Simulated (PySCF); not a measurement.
Species: `CC(=S)[SiH]1OCCCO1`. The columns A, B, C and D hold Mulliken, IAO, Hirshfeld and ESP-fitted charges (e) of one PBE0/pcSseg-1 density (PySCF), in a shuffled order. Coordinates in Å (PBE0-D3(BJ)/def2-SVP); the density's dipole moment is (-3.27, 1.81, 1.09) D.

```json
{"atom": "C1", "x": "3.207", "y": "0.758", "z": "0.312", "A": "-0.422", "B": "-0.227", "C": "-0.118", "D": "-0.198"}
{"atom": "C2", "x": "2.960", "y": "-0.433", "z": "-0.549", "A": "-0.318", "B": "+0.040", "C": "-0.035", "D": "-0.571"}
{"atom": "S3", "x": "4.129", "y": "-1.401", "z": "-1.136", "A": "-0.024", "B": "-0.180", "C": "-0.081", "D": "-0.021"}
{"atom": "Si4", "x": "1.174", "y": "-0.855", "z": "-0.972", "A": "+1.292", "B": "+0.697", "C": "+0.445", "D": "+1.208"}
{"atom": "O5", "x": "0.464", "y": "0.492", "z": "-1.649", "A": "-0.652", "B": "-0.471", "C": "-0.241", "D": "-0.650"}
{"atom": "C6", "x": "-0.907", "y": "0.761", "z": "-1.441", "A": "-0.045", "B": "+0.127", "C": "+0.008", "D": "+0.080"}
{"atom": "C7", "x": "-1.303", "y": "0.613", "z": "0.022", "A": "-0.289", "B": "-0.113", "C": "-0.081", "D": "-0.321"}
{"atom": "C8", "x": "-1.013", "y": "-0.779", "z": "0.565", "A": "-0.045", "B": "+0.137", "C": "+0.008", "D": "+0.080"}
{"atom": "O9", "x": "0.354", "y": "-1.118", "z": "0.455", "A": "-0.651", "B": "-0.475", "C": "-0.241", "D": "-0.649"}
{"atom": "H10", "x": "4.278", "y": "0.915", "z": "0.502", "A": "+0.157", "B": "+0.058", "C": "+0.044", "D": "+0.133"}
{"atom": "H11", "x": "2.771", "y": "1.651", "z": "-0.168", "A": "+0.168", "B": "+0.116", "C": "+0.057", "D": "+0.149"}
{"atom": "H12", "x": "2.668", "y": "0.633", "z": "1.267", "A": "+0.168", "B": "+0.118", "C": "+0.057", "D": "+0.149"}
{"atom": "H13", "x": "1.098", "y": "-2.031", "z": "-1.875", "A": "-0.154", "B": "-0.134", "C": "-0.080", "D": "-0.115"}
{"atom": "H14", "x": "-1.104", "y": "1.787", "z": "-1.790", "A": "+0.149", "B": "+0.055", "C": "+0.047", "D": "+0.127"}
{"atom": "H15", "x": "-1.526", "y": "0.086", "z": "-2.065", "A": "+0.119", "B": "+0.050", "C": "+0.036", "D": "+0.105"}
{"atom": "H16", "x": "-2.378", "y": "0.833", "z": "0.134", "A": "+0.144", "B": "+0.031", "C": "+0.051", "D": "+0.130"}
{"atom": "H17", "x": "-0.753", "y": "1.357", "z": "0.622", "A": "+0.139", "B": "+0.070", "C": "+0.040", "D": "+0.131"}
{"atom": "H18", "x": "-1.289", "y": "-0.840", "z": "1.630", "A": "+0.149", "B": "+0.054", "C": "+0.047", "D": "+0.127"}
{"atom": "H19", "x": "-1.635", "y": "-1.526", "z": "0.031", "A": "+0.119", "B": "+0.048", "C": "+0.036", "D": "+0.105"}
```

Problem. Which column most likely holds the ESP-fitted charges?

Solution. B. Σ q r misses the density's dipole by 0.08 D (B), 1.68 D (A), 1.86 D (C), 1.93 D (D). Charges fitted to the outside potential are the only set here that is tied to the molecule's multipoles.

Problem. And the Hirshfeld charges?

Solution. C. The mean sizes are 0.092 e (C), 0.168 e (B), 0.266 e (D), 0.274 e (A), and Hirshfeld charges are commonly the smallest of these schemes.

As computed, A = IAO, B = ESP-fitted, C = Hirshfeld, D = Mulliken. Hydrogens on carbon: IAO +0.12 to +0.17, ESP-fitted +0.03 to +0.12, Hirshfeld +0.04 to +0.06, Mulliken +0.10 to +0.15 e.

The IAO scheme projects the occupied orbitals on a minimal set of polarised atomic orbitals and counts the electrons in each atom's part of it. The Mulliken scheme counts on each atom the diagonal of the density matrix times the overlap matrix over that atom's basis functions.

The structure is a single PBE0-D3(BJ)/def2-SVP conformer in the gas phase; no vibrational or solvent corrections.
